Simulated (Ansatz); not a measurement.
`Cn1cccc1-c1cccn1C`. Charge 0, multiplicity 1. Geometry r2SCAN-D4/def2-SVP.

```xyz
24

C    -1.532   -1.317    1.636
N    -0.251   -0.648    1.697
C     0.605   -0.717    2.768
C     1.739    0.023    2.477
C     1.557    0.568    1.181
C     0.312    0.145    0.708
C    -0.371    0.436   -0.541
C    -1.695    0.808   -0.785
C    -1.841    1.005   -2.181
C    -0.609    0.752   -2.758
N     0.276    0.402   -1.768
C     1.659    0.048   -2.001
H    -1.483   -2.244    2.225
H    -2.345   -0.688    2.035
H    -1.770   -1.566    0.593
H     0.338   -1.294    3.652
H     2.598    0.160    3.131
H     2.237    1.233    0.649
H    -2.455    0.956   -0.020
H    -2.744    1.306   -2.710
H    -0.287    0.787   -3.798
H     1.748   -0.426   -2.989
H     1.995   -0.660   -1.231
H     2.320    0.930   -1.972
```

B3LYP takes the VWN-RPA correlation.

Estimate the orbital energies around the gap (eV) in Ansatz with PBE-D4/def2-SVP, r2SCAN-D4/def2-TZVP, B3LYP-D4/def2-TZVP, PBE0-D4/def2-SVP, PBE0-D4/def2-TZVP.


```tsv
orbital	PBE-D4/def2-SVP	r2SCAN-D4/def2-TZVP	B3LYP-D4/def2-TZVP	PBE0-D4/def2-SVP	PBE0-D4/def2-TZVP
HOMO−9	-9.25	-9.68	-10.62	-10.85	-10.86
HOMO−8	-9.05	-9.51	-10.39	-10.64	-10.68
HOMO−7	-8.95	-9.39	-10.35	-10.56	-10.59
HOMO−6	-8.75	-9.16	-10.11	-10.32	-10.34
HOMO−5	-8.69	-9.14	-10.00	-10.25	-10.30
HOMO−4	-8.56	-8.96	-9.90	-10.14	-10.15
HOMO−3	-5.66	-5.95	-6.63	-6.82	-6.86
HOMO−2	-5.56	-5.87	-6.55	-6.72	-6.78
HOMO−1	-5.50	-5.81	-6.49	-6.67	-6.72
HOMO	-4.33	-4.55	-5.13	-5.27	-5.32
LUMO	-0.53	-0.56	-0.07	0.29	0.13
LUMO+1	0.60	0.62	0.98	1.59	1.31
LUMO+2	0.93	0.96	1.05	1.88	1.32
LUMO+3	1.23	1.25	1.23	2.16	1.56
LUMO+4	1.33	1.49	1.38	2.21	1.63
LUMO+5	1.48	1.60	1.64	2.46	1.94
```
